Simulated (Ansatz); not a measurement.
C₂H₄AlFSSi, SMILES `C#C[Si](F)([AlH2])S`, relaxed with RKS PBE0-D4/def2-TZVP in the Gaussian-basis code of Ansatz from a PBE-D4/def2-SVP geometry. The force threshold is 0.005 eV/Å; the program also tests the step.

The species carries charge 0 and has multiplicity 1.

Start:

```xyz
10

C     0.021   -2.546    0.712
C     0.296   -1.382    0.423
Si    0.604    0.379    0.009
F     1.933    0.842    0.874
Al   -1.305    1.889    0.380
S     1.001    0.456   -2.116
H    -0.213   -3.574    0.964
H    -1.216    3.390   -0.170
H    -2.627    1.356    1.113
H     1.506   -0.810   -2.189
```

| step | energy (eV) | largest force (eV/Å) | largest move (Å) |
| --- | --- | --- | --- |
| 1 | -30153.8557 | 1.800 | 0.000 |
| 2 | -30153.9249 | 0.700 | 0.040 |
| 3 | -30153.9367 | 0.179 | 0.036 |
| 4 | -30153.9370 | 0.079 | 0.036 |
| 5 | -30153.9379 | 0.028 | 0.021 |
| 6 | -30153.9381 | 0.010 | 0.009 |
| 7 | -30153.9382 | 0.004 | 0.015 |
| 8 | -30153.9382 | 0.006 | 0.015 |
| 9 | -30153.9382 | 0.006 | 0.009 |
| 10 | -30153.9383 | 0.007 | 0.018 |
| 11 | -30153.9383 | 0.007 | 0.009 |
| 12 | -30153.9383 | 0.006 | 0.006 |
| 13 | -30153.9383 | 0.009 | 0.021 |
| 14 | -30153.9383 | 0.008 | 0.008 |
| 15 | -30153.9383 | 0.004 | 0.013 |
| 16 | -30153.9383 | 0.004 | 0.012 |
| 17 | -30153.9383 | 0.004 | 0.006 |

End:

```xyz
10

C    -0.002   -2.517    0.691
C     0.282   -1.379    0.405
Si    0.601    0.365   -0.011
F     1.885    0.803    0.852
Al   -1.307    1.874    0.390
S     1.033    0.448   -2.099
H    -0.246   -3.524    0.943
H    -1.282    3.323   -0.255
H    -2.549    1.384    1.243
H     1.585   -0.776   -2.160
```

Hardware: 4 threads of a server CPU on a shared host. Wall time 61 s, peak host memory 0.75 GiB.
